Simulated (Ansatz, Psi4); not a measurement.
The Psi4 input:
```
memory 2 GB

molecule mol {
0 2
  C    -0.011048    1.152992    0.292681
  C     0.006069   -1.071617    0.362843
  C     0.777923    0.051757   -0.247030
  C    -0.775309    0.039481   -0.257303
  H    -0.016569    2.162854   -0.079261
  H    -0.000459   -1.149501    1.442906
  H     0.016990   -2.032726   -0.139902
  H     1.484404    0.003521   -1.055676
  H    -1.470182   -0.019829   -1.075216
}

set basis sto-3g
set reference uhf
set freeze_core true
set mp2_type conv
set scf_type pk
set puream true
set d_convergence 1e-8

energy('ccsd(t)')
print_variables()
```

### Question
Write the same job for Ansatz (a quantum-chemistry and plane-wave program).

### Answer
Several could match; the one computed here: 
Ansatz 0.2 input:
```yaml
crystal:
  periodic: [false, false, false]
  atoms:
    - {symbol: C, position_ang: [-0.01104778, 1.15299217, 0.29268087]}
    - {symbol: C, position_ang: [0.00606920, -1.07161673, 0.36284337]}
    - {symbol: C, position_ang: [0.77792320, 0.05175663, -0.24703001]}
    - {symbol: C, position_ang: [-0.77530873, 0.03948149, -0.25730269]}
    - {symbol: H, position_ang: [-0.01656875, 2.16285392, -0.07926104]}
    - {symbol: H, position_ang: [-0.00045853, -1.14950133, 1.44290558]}
    - {symbol: H, position_ang: [0.01698984, -2.03272552, -0.13990186]}
    - {symbol: H, position_ang: [1.48440418, 0.00352078, -1.05567554]}
    - {symbol: H, position_ang: [-1.47018212, -0.01982922, -1.07521641]}
basis:
  gaussian:
    orbitals: STO-3G
magnetization: {spin_polarized: true, initial_magnetization: 1}
correlation: {method: ccsd_t, electrons: outside_noble_gas}
accuracy: high
```

Both were run: Psi4 gave -152.610681 Eh and Ansatz -152.610681 Eh, 0.000 mEh apart.
